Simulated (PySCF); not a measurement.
Two species compared at the same levels of theory.

First species: C9H13N.
SMILES: `C#C[C@@H]1CCN2CCC[C@@H]12`

Second species: C6H7N3O.
SMILES: `CC(=O)C1=NN=C(C)C=N1`

Levels: PBE0/pcSseg-1 for HOMO energy, LUMO energy and HOMO–LUMO gap. Geometries: GFN2-xTB. All species are isolated and taken at one optimised geometry, non-relativistic unless stated. Electronic properties by PySCF.

The conformers computed, where there is a choice (atom-mapped SMILES and torsion angles):
- `[CH3:1][C:2](=[O:3])[c:4]1[n:5][cH:6][c:7]([CH3:8])[n:9][n:10]1`: C1–C2–C4–N5 -176°

The conformers of `C#C[C@@H]1CCN2CCC[C@@H]12` aren't listed.

Values for the first species:

* HOMO energy: -6.01 eV
* LUMO energy: 1.06 eV
* HOMO–LUMO gap: 7.07 eV

Estimate the same properties for the second species, and the change in each.

```
     property     first    second  second less first
  HOMO energy  -6.01 eV  -7.06 eV           -1.05 eV
  LUMO energy   1.06 eV  -2.36 eV           -3.42 eV
HOMO–LUMO gap   7.07 eV   4.70 eV           -2.37 eV
```

On the second:  GFN2-xTB frequencies show an imaginary mode (31i cm⁻¹), so this geometry is no minimum at that level.
